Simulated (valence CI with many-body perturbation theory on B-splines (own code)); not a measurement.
# Ladder of approximations for Sb XIX

Computed by valence CI with perturbative core correlation (CI+MBPT): five valence electrons over a frozen Dirac-Fock core [Ar] 3d10, a basis of 9 s, 9 p, 8 d, 6 f, 3 g, 1 h functions for each j, with the one-electron correlation potential Σ1 (screened to all orders), the two-electron term Σ2, the three-electron term Σ3, Breit, model QED; selected single and double excitations, second order for the rest (own B-spline code, finite nucleus).

No measured levels were compared; by estimate levels hold to about 250 cm⁻¹ or 0.2 % of their energy and the worst to 1 %, as in measured heavy ions of charge 2 to 7; those with d or f electrons hold less well. Among the levels kept, up to 300 cm⁻¹ of a level comes from second order outside the variational space, and about a tenth of that is noise between levels of different J, which matters for small intervals.

Each rung adds one term. CI alone is the Dirac-Coulomb CI over the frozen core; QED comes last and gives the full result, which names the levels. Energies are above (4s^2 4p1/2^2 4p3/2) J=3/2 on the same rung, in cm⁻¹.

Levels are named by their leading jj configuration (3d3/2^4 stands for four electrons in 3d with j = 3/2), which in mixed levels can hold well under half, so a name can repeat and another be missing. Letters in brackets count levels of one name in rising energy.

| Level | CI alone | Σ1 | Σ2 | Σ3 | Breit | QED | Full |
| --- | --- | --- | --- | --- | --- | --- | --- |
| (4s^2 4p1/2 4p3/2^2) J=3/2 | 74538 | +648 | +426 | +40 | -1090 | +148 | 74709 |
| (4s^2 4p1/2 4p3/2^2) J=5/2 | 96560 | +712 | +139 | -20 | -1249 | +158 | 96301 |
| (4s^2 4p1/2 4p3/2^2) J=1/2 | 127053 | +743 | -409 | -157 | -1144 | +142 | 126226 |
| (4s^2 4p3/2^3) J=3/2 | 200572 | +1467 | +328 | -73 | -2421 | +311 | 200183 |
| (4s 4p1/2^2 4p3/2^2) J=5/2 | 424054 | +837 | +1758 | +266 | -186 | -1558 | 425172 |
| (4s 4p1/2^2 4p3/2^2) J=3/2 | 473261 | +1097 | +1233 | +242 | -587 | -1460 | 473786 |
| (4s 4p1/2^2 4p3/2^2) J=1/2 | 478790 | +1090 | +967 | +165 | -458 | -1503 | 479051 |
| (4s 4p1/2 4p3/2^3) J=3/2 [a] | 531333 | +1313 | +624 | +207 | -1087 | -1329 | 531061 |
| (4s 4p1/2 4p3/2^3) J=5/2 | 555268 | +1520 | +723 | +184 | -1480 | -1319 | 554896 |
| (4s 4p1/2 4p3/2^3) J=1/2 | 597639 | +1475 | -1926 | +49 | -1274 | -1284 | 594679 |
| (4s 4p1/2 4p3/2^3) J=3/2 [b] | 602328 | +840 | -772 | +179 | -1293 | -767 | 600515 |
| (4s^2 4p1/2^2 4d3/2) J=3/2 | 617646 | +794 | -1882 | +170 | -1243 | -589 | 614894 |
| (4s^2 4p1/2^2 4d5/2) J=5/2 | 637170 | +470 | -641 | +226 | -1641 | -150 | 635434 |
| (4s^2 4p1/2 4p3/2 4d3/2) J=5/2 | 673666 | +808 | +482 | +299 | -2217 | -50 | 672988 |
| (4s^2 4p1/2 4p3/2 4d3/2) J=1/2 [a] | 675658 | +1204 | +167 | +239 | -2225 | -357 | 674686 |
| (4s^2 4p1/2 4p3/2 4d5/2) J=7/2 [a] | 686154 | +961 | +456 | +311 | -2576 | -7 | 685299 |
| (4s^2 4p1/2 4p3/2 4d3/2) J=3/2 [a] | 691007 | +971 | -1362 | +206 | -2128 | -192 | 688502 |
| (4s^2 4p1/2 4p3/2 4d5/2) J=7/2 [b] | 692368 | +962 | +260 | +285 | -2550 | -14 | 691311 |
| (4s 4p3/2^4) J=1/2 | 702047 | +1830 | -1852 | +105 | -2519 | -756 | 698854 |

The middle columns are the shifts that each term adds.

Q: How does the ionisation energy move along the ladder, and which term matters most?

A: CI alone 510.46, + Σ1 511.65, + Σ2 511.64, + Σ3 511.46, + Breit 511.24, + QED 511.24 eV. The largest step is Σ1, 1.19 eV. NIST lists 510 ± 3 eV (theoretical).
